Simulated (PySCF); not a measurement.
## Deuteron quadrupole couplings in `C#C[Si@H]1CCCO1`

C5H8OSi.
Structure used (PBE0-D3(BJ)/def2-SVP), in Å, numbered top down from 1:
```xyz
15
C5H8OSi angstrom
C      3.376   -0.964   -0.069
C      2.166   -0.978   -0.197
Si     0.338   -1.010   -0.363
C     -0.547   -0.238    1.112
C     -1.561    0.670    0.399
C     -0.908    1.174   -0.890
O     -0.209    0.102   -1.495
H      4.446   -0.948    0.042
H     -0.064   -2.387   -0.760
H      0.183    0.354    1.689
H     -1.018   -0.948    1.806
H     -2.459    0.086    0.136
H     -1.895    1.510    1.029
H     -0.207    2.003   -0.669
H     -1.655    1.556   -1.605
```

Level: PBE0/pcSseg-1 (PySCF, non-relativistic); Q(2H) = 0.00286 b; rigid geometry, the same for H and D, with no vibrational averaging.

Question: Rank these positions by the coupling χzz of a deuteron there, largest first.
A. H11 (methylene hydrogen)
B. H8 (alkyne hydrogen)
C. H13 (methylene hydrogen)
D. H14 (methylene hydrogen)
E. H9 (Si–H hydrogen)
F. H15 (methylene hydrogen)

Answer: B (227 kHz), A (202 kHz), C (194 kHz), F (189 kHz), D (182 kHz), E (95 kHz).

Q: What are Vzz, η and χzz (234.96 MHz × Q × Vzz) at all hydrogens?

A: 
| atom | bonded to | bond length (Å) | Vzz (au) | η | χzz (kHz) |
| --- | --- | --- | --- | --- | --- |
| H8 | C1 | 1.076 | 0.3374 | 0.00 | 227 |
| H9 | Si3 | 1.488 | 0.1409 | 0.01 | 95 |
| H10 | C4 | 1.103 | 0.2906 | 0.03 | 195 |
| H11 | C4 | 1.099 | 0.3000 | 0.04 | 202 |
| H12 | C5 | 1.103 | 0.2833 | 0.02 | 190 |
| H13 | C5 | 1.102 | 0.2889 | 0.01 | 194 |
| H14 | C6 | 1.107 | 0.2705 | 0.05 | 182 |
| H15 | C6 | 1.102 | 0.2817 | 0.05 | 189 |

Q: Average by the element that carries the hydrogen.

A: on C: 197 kHz over 7 positions, mean bond length 1.099 Å; on Si: 95 kHz over 1 position, mean bond length 1.488 Å.

Q: How does χzz go with the bond length over the 7 C–H bonds?

A: A straight-line fit has a slope of -13.4 kHz for each 0.01 Å, with a correlation coefficient of -0.97, over lengths from 1.076 to 1.107 Å. The longer bonds have the smaller couplings here.

Q: Give the 2H NMR doublet splittings at H9 for a magnetic field along the z, y and x axes of the gradient: 3χ/2, 3χ(1 + η)/4, 3χ(1 − η)/4.

A: With |χ| = 94.7 kHz and η = 0.007: 142, 72 and 70 kHz, to first order and without motion.

The structure is a single PBE0-D3(BJ)/def2-SVP conformer in the gas phase; no vibrational or solvent corrections. With so small a basis the couplings can be 20 % off.
